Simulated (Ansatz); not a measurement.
The cluster Sr2O2. Total charge 0; quintet. Geometry PBE-D4/def2-TZVP; atoms count from 1.

```xyz
4

Sr   -1.7047    0.1356    1.2316
Sr    1.7046   -0.1357   -1.2317
O    -0.4415    0.6635   -0.6842
O     0.4416   -0.6634    0.6843
```

In the def2 sets Sr takes a core potential; there is no spin–orbit coupling. At PBE0-D4/def2-TZVP a singlet of charge 0 lies 4.32 eV below the quintet, each at its own geometry. The structure comes from a short search, and lower isomers may exist.

(1) Estimate the Mulliken populations from the PBE0/def2-TZVP orbitals of Ansatz.

(2) Where does the spin sit?

(3) And the Mayer bond orders between bonded heavy atoms (over 0.3)?

## Answers

(1) 
```csv
atom,charge (e),spin (α − β)
Sr1,0.70,0.95
Sr2,0.70,0.95
O3,-0.74,0.98
O4,-0.66,1.13
```
Mulliken values and Mayer orders depend strongly on the basis.

(2) Summed by element: Sr 1.90, O 2.10, of 4 unpaired in all. Largest on single atoms: O4 1.13, O3 0.98, Sr1 0.95.

(3) Sr1–O3 0.30 (2.35 Å); Sr2–O3 0.30 (2.35 Å). Values over 0.3 also appear between atoms too far apart for a bond (O3–O4 0.57 at 2.10 Å); they arise where an orbital or an unpaired electron spreads over both atoms.
